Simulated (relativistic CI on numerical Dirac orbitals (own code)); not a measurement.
# W³⁺ (5d3) in a crystal field

Calculated by Dirac-Coulomb-Breit CI, orbitals from a KLI potential per configuration, a model potential for QED, valence Slater integrals scaled by 0.8, one configuration in a parametric crystal field (own radial code).

Field parameters in Wybourne normalisation: Td as Oh with Dq negative (B⁴₀ = 21Dq, B⁴₄ = √(5/14) B⁴₀). The field is a parameter set, without covalency.

S and J are read from ⟨S²⟩ = S(S + 1) and ⟨J²⟩ = J(J + 1) of each level; they are not fictitious spins.

Td, 10Dq = -3100 cm⁻¹, the lowest 10 levels:

```json
{"E (cm⁻¹)": "0.0", "Degeneracy": "4", "Irrep": "Γ8", "S": "1.43", "J": "1.74"}
{"E (cm⁻¹)": "2373", "Degeneracy": "2", "Irrep": "Γ7", "S": "1.48", "J": "2.59"}
{"E (cm⁻¹)": "3721", "Degeneracy": "4", "Irrep": "Γ8", "S": "1.47", "J": "2.74"}
{"E (cm⁻¹)": "6256", "Degeneracy": "2", "Irrep": "Γ6", "S": "1.45", "J": "3.75"}
{"E (cm⁻¹)": "6257", "Degeneracy": "4", "Irrep": "Γ8", "S": "1.44", "J": "3.52"}
{"E (cm⁻¹)": "6524", "Degeneracy": "2", "Irrep": "Γ7", "S": "1.43", "J": "3.43"}
{"E (cm⁻¹)": "8080", "Degeneracy": "2", "Irrep": "Γ6", "S": "1.35", "J": "4.21"}
{"E (cm⁻¹)": "8451", "Degeneracy": "4", "Irrep": "Γ8", "S": "1.27", "J": "4.25"}
{"E (cm⁻¹)": "10475", "Degeneracy": "4", "Irrep": "Γ8", "S": "1.15", "J": "4.17"}
{"E (cm⁻¹)": "11537", "Degeneracy": "4", "Irrep": "Γ8", "S": "1.16", "J": "2.55"}
```

Td, 10Dq = -18050 cm⁻¹, the lowest 10 levels:

| E (cm⁻¹) | Degeneracy | Irrep | S | J |
| --- | --- | --- | --- | --- |
| 0.0 | 4 | Γ8 | 0.78 | 3.54 |
| 6506 | 2 | Γ7 | 1.49 | 2.79 |
| 7432 | 4 | Γ8 | 1.36 | 2.94 |
| 8744 | 4 | Γ8 | 1.44 | 3.45 |
| 10232 | 2 | Γ6 | 1.47 | 3.99 |
| 17116 | 2 | Γ6 | 0.58 | 4.51 |
| 17238 | 4 | Γ8 | 0.73 | 3.79 |
| 17392 | 2 | Γ7 | 0.65 | 3.51 |
| 18710 | 4 | Γ8 | 0.64 | 4.23 |
| 20653 | 2 | Γ6 | 0.61 | 2.54 |

Td, 10Dq = -15600 cm⁻¹, the lowest 10 levels:

```csv
E (cm⁻¹),Degeneracy,Irrep,S,J
0.0,4,Γ8,0.93,3.32
4787,2,Γ7,1.49,2.78
6145,4,Γ8,1.31,3.17
7170,4,Γ8,1.38,3.39
8567,2,Γ6,1.47,4.00
15103,4,Γ8,0.87,3.65
15299,2,Γ6,0.63,4.45
15364,2,Γ7,0.75,3.47
16778,4,Γ8,0.67,4.26
18635,2,Γ6,0.69,2.52
```

Td, 10Dq = -13100 cm⁻¹, the lowest 10 levels:

```tsv
E (cm⁻¹)	Degeneracy	Irrep	S	J
0.0	4	Γ8	1.12	2.98
3472	2	Γ7	1.49	2.77
5287	4	Γ8	1.38	3.43
6353	4	Γ8	1.14	3.35
7315	2	Γ6	1.47	4.01
13021	4	Γ8	1.06	3.50
13449	2	Γ7	0.94	3.41
13750	2	Γ6	0.73	4.33
15146	4	Γ8	0.73	4.25
16806	2	Γ6	0.84	2.61
```

Td, 10Dq = -10600 cm⁻¹, the lowest 10 levels:

```json
{"E (cm⁻¹)": "0.0", "Degeneracy": "4", "Irrep": "Γ8", "S": "1.28", "J": "2.62"}
{"E (cm⁻¹)": "2674", "Degeneracy": "2", "Irrep": "Γ7", "S": "1.49", "J": "2.75"}
{"E (cm⁻¹)": "4675", "Degeneracy": "4", "Irrep": "Γ8", "S": "1.45", "J": "3.44"}
{"E (cm⁻¹)": "6588", "Degeneracy": "2", "Irrep": "Γ6", "S": "1.46", "J": "4.02"}
{"E (cm⁻¹)": "6689", "Degeneracy": "4", "Irrep": "Γ8", "S": "0.89", "J": "3.50"}
{"E (cm⁻¹)": "11044", "Degeneracy": "4", "Irrep": "Γ8", "S": "1.22", "J": "3.38"}
{"E (cm⁻¹)": "11579", "Degeneracy": "2", "Irrep": "Γ7", "S": "1.17", "J": "3.35"}
{"E (cm⁻¹)": "12380", "Degeneracy": "2", "Irrep": "Γ6", "S": "0.95", "J": "4.13"}
{"E (cm⁻¹)": "13752", "Degeneracy": "4", "Irrep": "Γ8", "S": "0.94", "J": "4.17"}
{"E (cm⁻¹)": "15245", "Degeneracy": "2", "Irrep": "Γ6", "S": "0.95", "J": "2.99"}
```

The free-ion ground term has S = 3/2. The field overcomes the spin-pairing energy for Td, 10Dq = -18050 cm⁻¹, where the ground state has lower spin; these fields are assumed values.

Levels of this model without a field, named by their leading LS term (the scale mimics covalency, so terms lie below those of the real free ion): 4F_3/2 0, 4F_5/2 2954, 4F_7/2 5851, 4F_9/2 8309, 4P_3/2 10875, 4P_1/2 11968, 2G_7/2 14664, 2H_9/2 15140 cm⁻¹.
